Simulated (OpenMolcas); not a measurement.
Mo3+ (d3) among equal point charges was computed by CASSCF with the d shell active (OpenMolcas, ANO-RCC-VDZP on the metal). Its lowest spin-free states, and all those of the highest spin:

```csv
2S+1,Degeneracy,E (cm-1)
4,1,0.0
4,1,5993
4,2,6628
4,2,11012
4,1,11552
2,1,14425
2,1,14626
2,2,15058
2,1,15258
2,1,19136
2,2,19279
2,1,19405
4,2,20442
4,1,21833
```

**Question.** Is the site octahedral, tetrahedral or cube-like, axial, or of lower symmetry?

**Answer.** The states with 2S+1 = 4 have orbital degeneracies 1, 1, 2, 2, 1, 2, 1. There are pairs but no triples, so the site is axial: not cubic, but with a proper or improper axis of order three or more. The run had Mo3+ among 6 point charges of -0.98 e arranged as a tetragonal octahedron (D4h), 2.1 Å from the ion, with the axial distance 1.953 Å.

Without dynamic correlation the repulsion within the d shell is too large (B by tens of per cent), so at a given field states of lower spin stand too high. This is an electrostatic model: the charges have no orbitals. No measured value stands beside these numbers.
